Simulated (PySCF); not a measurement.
**Mg²⁺ (magnesium, charge +2) across methods**

[Ne], closed-shell 1S. All numbers are calculated (PySCF 2.14, no relativity, point nucleus, in dyall-acv3z (20s13p7d4f, 122 functions)).

```json
{"method": "PW91", "E (hartree)": "-199.2135", "mean ε 1s (eV)": "-1278.4", "mean ε 2s (eV)": "-99.729", "mean ε 2p (eV)": "-66.882", "Σ⟨r²⟩ (bohr²)": "4.804", "⟨S²⟩": "0.000"}
{"method": "HSE06", "E (hartree)": "-199.1477", "mean ε 1s (eV)": "-1296.7", "mean ε 2s (eV)": "-105.08", "mean ε 2p (eV)": "-70.344", "Σ⟨r²⟩ (bohr²)": "4.777", "⟨S²⟩": "0.000"}
{"method": "LDA", "E (hartree)": "-198.2913", "mean ε 1s (eV)": "-1271.5", "mean ε 2s (eV)": "-99.147", "mean ε 2p (eV)": "-66.860", "Σ⟨r²⟩ (bohr²)": "4.820", "⟨S²⟩": "0.000"}
{"method": "PBE0", "E (hartree)": "-199.1336", "mean ε 1s (eV)": "-1297.0", "mean ε 2s (eV)": "-105.53", "mean ε 2p (eV)": "-70.784", "Σ⟨r²⟩ (bohr²)": "4.775", "⟨S²⟩": "0.000"}
{"method": "UHF", "E (hartree)": "-198.83063", "mean ε 1s (eV)": "-1354.3", "mean ε 2s (eV)": "-121.99", "mean ε 2p (eV)": "-81.802", "Σ⟨r²⟩ (bohr²)": "4.719", "⟨S²⟩": "0.000"}
{"method": "PBE", "E (hartree)": "-199.1116", "mean ε 1s (eV)": "-1277.7", "mean ε 2s (eV)": "-99.644", "mean ε 2p (eV)": "-66.718", "Σ⟨r²⟩ (bohr²)": "4.806", "⟨S²⟩": "0.000"}
{"method": "BP86", "E (hartree)": "-199.2508", "mean ε 1s (eV)": "-1278.6", "mean ε 2s (eV)": "-99.747", "mean ε 2p (eV)": "-66.809", "Σ⟨r²⟩ (bohr²)": "4.790", "⟨S²⟩": "0.000"}
```

Problem. Estimate the same row for r2SCAN.

Solution. E (hartree) = -199.2211; mean ε 1s (eV) = -1286.7; mean ε 2s (eV) = -102.61; mean ε 2p (eV) = -68.012; Σ⟨r²⟩ (bohr²) = 4.759; ⟨S²⟩ = 0.000.
